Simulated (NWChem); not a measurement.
System meant: CH3FMoS2; SMILES [CH3][Mo]([F])(=[S])=[S]

Here is an NWChem input.

```
start job
memory heap 200 mb stack 900 mb global 1100 mb
geometry units angstroms noautoz
  Mo    -0.225120     0.000764    -0.014224
  S      0.980787     1.709583    -0.142855
  S      0.980464    -1.708618    -0.138201
  F     -1.667091    -0.000589    -1.155167
  C     -0.875190     0.003604     1.960265
  H     -0.053233     0.008538     2.690135
  H     -1.485832    -0.904430     2.101860
  H     -1.491265     0.908931     2.096073
end
basis spherical
  * library def2-svp
end
ecp
  Mo library def2-ecp
end
dft
  xc b3lyp
  iterations 4
  mulliken
end
task dft energy
```

End of the output:

```
    Atom       Charge   Shell Charges
 -----------   ------   -------------------------------------------------------
    1 Mo  14    16.81   0.00  0.99  0.94  0.38  0.15  5.64  1.04  0.44  5.45  1.70  0.07
    2 S   16    14.57   2.00  1.96  1.00  0.64  5.78  1.45  1.65  0.08
    3 S   16    14.57   2.00  1.96  1.00  0.64  5.78  1.45  1.65  0.08
    4 F    9     9.11   1.98  1.01  0.76  3.14  2.21  0.01
    5 C    6     6.08   1.96  0.57  0.32  1.82  1.34  0.06
    6 H    1     0.97   0.64  0.26  0.07
    7 H    1     0.95   0.63  0.25  0.07
    8 H    1     0.95   0.63  0.25  0.07

 center of mass
 --------------
 x =  -0.01799729 y =  -0.00001371 z =  -0.08243278

 moments of inertia (a.u.)
 ------------------
         990.322128493128           0.000000000000          -0.000000000000
           0.000000000000         791.736284927895          -0.000000000001
          -0.000000000000          -0.000000000001        1147.275342434505

     Multipole analysis of the density
     ---------------------------------

     L   x y z        total         alpha         beta         nuclear
     -   - - -        -----         -----         ----         -------
     0   0 0 0     -0.000000    -32.000000    -32.000000     64.000000

     1   1 0 0      5.265519     -2.960077     -2.960077     11.185673
     1   0 1 0     -0.000515     -0.000623     -0.000623      0.000730
     1   0 0 1     -0.220920     -1.266201     -1.266201      2.311481

     2   2 0 0    -35.668140   -134.783392   -134.783392    233.898643
     2   1 1 0      0.000972      0.001346      0.001346     -0.001721
     2   1 0 1     -3.232428      5.865297      5.865297    -14.963022
     2   0 2 0    -18.816509   -179.242948   -179.242948    339.669388
     2   0 1 1     -0.002099     -0.003151     -0.003151      0.004203
     2   0 0 2    -44.248071   -114.553970   -114.553970    184.859869

 ------------------------------------------------------------------------
 dft energy failed                                                                                  0
 ------------------------------------------------------------------------
 ------------------------------------------------------------------------
  current input line :
    24: task dft energy
 ------------------------------------------------------------------------
 ------------------------------------------------------------------------
 This type of error is most commonly associated with calculations not reaching convergence criteria
 ------------------------------------------------------------------------
 For more information see the NWChem manual at https://nwchemgit.github.io

0:dft energy failed:Received an Error in Communication
```

Question: Can this run be used? If not, why, and what is the fix?

Answer: Convergence was not reached. Cause: the SCF was allowed too few iterations. This input runs:
```
start job
memory heap 200 mb stack 900 mb global 1100 mb
geometry units angstroms noautoz
  Mo    -0.225120     0.000764    -0.014224
  S      0.980787     1.709583    -0.142855
  S      0.980464    -1.708618    -0.138201
  F     -1.667091    -0.000589    -1.155167
  C     -0.875190     0.003604     1.960265
  H     -0.053233     0.008538     2.690135
  H     -1.485832    -0.904430     2.101860
  H     -1.491265     0.908931     2.096073
end
basis spherical
  * library def2-svp
end
ecp
  Mo library def2-ecp
end
dft
  xc b3lyp
  iterations 150
  mulliken
end
task dft energy
```
It converges to -1004.16758 Ha (B3LYP/def2-SVP with def2 effective core potentials on Mo).
